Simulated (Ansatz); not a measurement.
[closo-2-(I)B7H6]2- (B7H6I²⁻), relaxed as a singlet with RKS r2SCAN-D4/def2-SVPD in Ansatz, starting from the GFN2-xTB geometry. Force threshold 0.02 eV/Å.

In the def2 sets I takes a core potential; there is no spin–orbit coupling. A multiply charged anion in the gas phase is held together partly by the finite basis. The highest occupied level of the charge -2 singlet lies above zero (up to 2.57 eV). The electron is either unbound and held by the finite basis, or the level is raised by self-interaction error.

Start:

```tsv
atom	x (Å)	y (Å)	z (Å)
B1	1.054	0.160	0.906
B2	-0.154	1.235	0.554
B3	-0.672	-0.595	0.833
B4	-0.551	-0.981	-0.962
B5	-1.143	0.555	-0.587
B6	0.701	0.367	-0.934
B7	0.826	-1.228	-0.028
I8	-0.415	3.310	1.483
H9	1.964	0.306	1.692
H10	-1.353	-1.064	1.712
H11	-1.041	-1.749	-1.761
H12	-2.132	1.041	-1.090
H13	1.380	0.853	-1.806
H14	1.535	-2.211	-0.013
```

Estimate the energy that the relaxation releases and the steps that it takes.

13.1 kJ/mol, in 5 steps; 13 s on 4 threads of Intel Xeon Platinum 8488C on a shared host. No frequencies were taken in this run, so the end may be a saddle point.

Does the start keep its bonding and symmetry?

By distances, no bond broke or formed. The bond that changes most is B2–B6, from 1.92 to 1.82 Å (atoms count from 1). Point group C2v at the start, C2v at the end, both within 0.05 Å.

Predict the relaxed structure.


Cartesian coordinates in Å:
```
B 1.060 0.144 0.902
B -0.147 1.177 0.527
B -0.648 -0.554 0.808
B -0.544 -0.976 -0.954
B -1.145 0.540 -0.595
B 0.671 0.371 -0.889
B 0.818 -1.220 -0.029
I -0.409 3.279 1.469
H 1.970 0.302 1.695
H -1.339 -1.022 1.702
H -1.045 -1.744 -1.762
H -2.137 1.038 -1.094
H 1.358 0.870 -1.770
H 1.538 -2.207 -0.008
```
Bond lengths: 15 × B–B 1.63 to 1.85 Å; 1 × B–I 2.32 Å; 6 × B–H 1.22 Å.
